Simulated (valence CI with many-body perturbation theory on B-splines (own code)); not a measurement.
# Xe⁴¹⁺ in three bases

Computed by relativistic CI+MBPT: three valence electrons over a frozen Dirac-Fock core [Ne], a basis of 9 s, 9 p, 8 d, 6 f, 3 g, 1 h functions for each j, with the one-electron correlation potential Σ1 (screened to all orders), the two-electron term Σ2, the three-electron term Σ3, Breit, model QED; selected single and double excitations, second order for the rest, scaled by the run's own slope (own B-spline code, finite nucleus).

No measured spectrum was set against this ion. As an estimate, large intervals hold to a few tenths of a per cent, small ones and those within an open d or f shell to about a per cent.

The reference run has the lowest level (3s^2 3p1/2) J=1/2 and an ionisation energy of 3069.53 eV. Its largest variational space holds 8799 state functions.

Levels are named by their leading jj configuration (3d3/2^4 stands for four electrons in 3d with j = 3/2), which in mixed levels can hold well under half, so a name can repeat and another be missing. Letters in brackets count levels of one name in rising energy.

Changed runs:
A. basis 6 s, 6 p, 5 d, 3 f, 1 g
B. basis 5 s, 5 p, 4 d, 2 f

Excitation energies of the reference run in cm⁻¹, and shifts in cm⁻¹:

| Level | Reference | A | B |
| --- | --- | --- | --- |
| (3s^2 3p3/2) J=3/2 | 665936 | -17 | -39 |
| (3s 3p1/2^2) J=1/2 | 817704 | -32 | -113 |
| (3s 3p1/2 3p3/2) J=3/2 [a] | 1342990 | -144 | -448 |
| (3s 3p1/2 3p3/2) J=5/2 | 1433080 | -44 | -132 |
| (3s 3p1/2 3p3/2) J=3/2 [b] | 1557500 | +26 | +83 |
| (3s 3p1/2 3p3/2) J=1/2 | 1623340 | +76 | +264 |
| (3s^2 3d3/2) J=3/2 | 1917110 | +274 | +870 |
| (3s^2 3d5/2) J=5/2 | 1963390 | +11 | -30 |
| (3s 3p3/2^2) J=5/2 | 2161730 | +197 | +706 |
| (3s 3p3/2^2) J=1/2 | 2293300 | +125 | +413 |
| (3s 3p3/2^2) J=3/2 | 2333070 | +124 | +460 |
| (3p1/2^2 3p3/2) J=3/2 | 2391410 | -18 | -79 |
| Ionisation energy (eV) | 3069.53 | -0.018 | -0.06 |
